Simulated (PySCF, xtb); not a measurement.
Ga(H)(F)(OMe) (CH4FGaO), SMILES C[O][GaH][F]. One conformer was computed; it need not be the lowest.

Harmonic wavenumbers (cm⁻¹) from GFN2-xTB run with xtb at its own minimum, in rising order: 66, 96, 119, 180, 336, 443, 492, 500, 1066, 1122, 1124, 1404, 1469, 1469, 1814, 2951, 2962, 2966.

### Question
What does PySCF with B3LYP-D3(BJ)/def2-SVP give at its own minimum? (An estimate is asked for; the answer gives what the named calculation found.)

### Answer
89, 103, 132, 257, 457, 581, 629, 714, 1129, 1176, 1203, 1466, 1476, 1482, 2028, 2971, 3046, 3067. Paired by order, the mean absolute difference is 79 cm⁻¹ and the zero-point energies are 29.4 and 31.5 kcal/mol.
